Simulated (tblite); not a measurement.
A tight-binding relaxation on `c1cc2nn[se]c2cn1`.

Computed with GFN2-xTB geometry optimisation, gas phase (tblite 0.8.0). Start geometry: from a force field or distance geometry. The input is one job of a driver script: a line of settings, then coordinates in Å.

Input:
```
{"job": {"kind": "relax", "xc": "GFN2-xTB", "basis": "xTB"}, "charge": 0, "multiplicity": 1}
C     -1.396700    -1.089900     0.382800
C     -0.096900    -1.379900     0.072900
C      0.815200    -0.334700    -0.176600
N      2.060400    -0.364000    -0.487200
N      2.753300     0.664400    -0.684100
Se     1.695200     2.320900    -0.516500
C      0.294900     0.922900    -0.117600
C     -1.028300     1.218100     0.195300
N     -1.855200     0.173700     0.436700
H     -2.064000    -1.942600     0.583400
H      0.236100    -2.410100     0.048000
H     -1.413000     2.220600     0.236900
```

Output:
```
step      E/eV     max force
  0    -656.20627    5.276
  1    -656.62259    3.084
  2    -656.77427    1.254
  3    -656.83195    0.650
  4    -656.85590    0.469
  5    -656.87058    0.274
  6    -656.87854    0.209
  7    -656.88286    0.197
  8    -656.88584    0.160
  9    -656.88766    0.124
 10    -656.88872    0.081
 11    -656.88926    0.058
 12    -656.88963    0.061
 13    -656.88989    0.045
 14    -656.89006    0.033
 15    -656.89015    0.031
 16    -656.89020    0.026
 17    -656.89024    0.018
 18    -656.89027    0.014
 19    -656.89029    0.009
```

«max force» is the largest atomic force in eV/Å.

Question: From which step on does the largest force stay under 0.1 eV/Å, and how much energy is left to gain from there?

Answer: From step 10 (0.081 eV/Å), 1.6 meV above the end.

In short: energy lowered by 15.8 kcal/mol over 19 steps; largest atomic force 0.009 eV/Å at the end.

Time: 0.1 s. Hardware: an Arm Neoverse V2 with one thread, shared host with 192 logical CPUs at a one-minute load of 188.
Labels such as C1 count atoms from 1, the log's own numbers from 0.
